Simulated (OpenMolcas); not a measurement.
**Fe4+, Ru4+, Os4+: d4 down the group**

```json
{"Program": "OpenMolcas", "Method": "SS-CASPT2, IPEA 0.25 Eh, imaginary shift 0.1 Eh", "Basis": "ANO-R2", "Scalar Hamiltonian": "X2C, finite nucleus", "Spin-orbit coupling": "RASSI with atomic mean-field integrals over the reference wave functions, term energies averaged over their components"}
```

Active space for each ion: 4 electrons in 10 orbitals (d d); closed shells correlated by CASPT2: Fe4+ 3s 3p; Ru4+ 4s 4p; Os4+ 5s 5p.

Computed levels in cm-1 above 5D0:

| Level | Fe4+ | Ru4+ | Os4+ |
| --- | --- | --- | --- |
| 5D1 | 149 | 488 | 4410 |
| 5D2 | 437 | 1307 | 8280 |
| 5D3 | 849 | 2330 | 11310 |
| 5D4 | 1371 | 3490 | 13400 |
| 3P0(1) | 24560 | 16710 | 18920 |
| 3P1(1) | 25450 | 19140 | 25580 |
| 3H4 | 25470 | 18170 | 21330 |
| 3H5 | 25810 | 19360 | 26500 |
| 3H6 | 26190 | 20370 | 28940 |
| weight of 5D in the lowest level (%) | 100 | 97 | 64 |

Mixed levels, with the weight of the term that names them: Os4+ 5D0 (64 %), Os4+ 5D4 (70 %), Os4+ 3P0(1) (52 %), Os4+ 3H4 (57 %).

Measured, with the error of the calculation in %. Measured levels: Fe4+ from Corliss and Sugar, J. Phys. Chem. Ref. Data 11, 135 (1982); Os4+ from the list in Palmeri et al., Atoms 14, 22 (2026).

```csv
Level,Fe4+,Os4+
5D1,142 (+4.6),4311 (+2.2)
5D2,417 (+4.6),8083 (+2.4)
5D3,803 (+5.7),11018 (+2.6)
5D4,1283 (+6.9),12966 (+3.3)
3P0(1),24055 (+2.1),
3P1(1),24973 (+1.9),24680 (+3.6)
3H4,24932 (+2.2),20374 (+4.7)
3H5,25226 (+2.3),25344 (+4.5)
3H6,25528 (+2.6),27669 (+4.6)
```

The fine-structure level 5D4 changes by a factor of 9.77 from Fe4+ to Os4+.

Without spin-orbit coupling 3P(1) lies 25340, 18330, 16040 cm-1 above 5D in that order; the difference to the level 3P0(1), of either sign, comes from spin-orbit coupling, which also lowers the zero.

CASPT2 does not keep the components of a term degenerate, so their means are used; among the terms shown or strongly mixed into the levels shown the widest spread is 98 cm-1 (5d4 1I, Os4+). Active for correlation alone: 4d; no level in the range computed is led by a configuration that fills it, so any true level of that kind is missing (holds for Fe4+). Active for correlation alone: 5d; no level in the range computed is led by a configuration that fills it, so any true level of that kind is missing (holds for Ru4+). Active for correlation alone: 6d; no level in the range computed is led by a configuration that fills it, so any true level of that kind is missing (holds for Os4+). Computed and measured levels are paired by configuration, term and J; levels that our copy of the source lacks, or whose pairing is in doubt (as where it misses far off the trend of its configuration), stay unpaired and out of the deviations. Levels of configurations outside the active space are missing.

A number in round brackets counts repeated terms of one configuration in the order of the reference energies.
